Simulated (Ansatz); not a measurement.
Molecule: sum formula H$_{2}$GeO$_{2}$, net charge 1, doublet state. 
Structure (B3LYP-D3(BJ)/def2-TZVP (Ansatz, a quantum-chemistry and plane-wave program) minimum search):
```xyz
5

Ge    -0.2041    -0.1161     0.2602
O      1.0891    -0.9958    -0.4878
H      1.3080    -1.8976    -0.1944
O     -0.3132     1.4373    -0.5017
H     -0.9852     2.0812    -0.2172
```
Charge +1, spin multiplicity 2.

Basis-set convergence of Hartree-Fock and CCSD correlation energies (hartree) with Ansatz. Correlated levels leave the core frozen unless marked. UHF or UKS for open shells. No spin-orbit coupling. The frozen core is the preceding noble-gas configuration, with the filled d and f shells of earlier blocks. No relativistic terms.

| basis | functions | E(HF) | E(corr, CCSD) |
|---|---|---|---|
| aug-cc-pVDZ | 100 | -2225.98049 | -0.48288 |
| aug-cc-pVTZ | 197 | ? | ? |

Q: Complete the blanks.

A: 
- aug-cc-pVTZ, E(HF): -2226.09636
- aug-cc-pVTZ, E(corr, CCSD): -0.57696
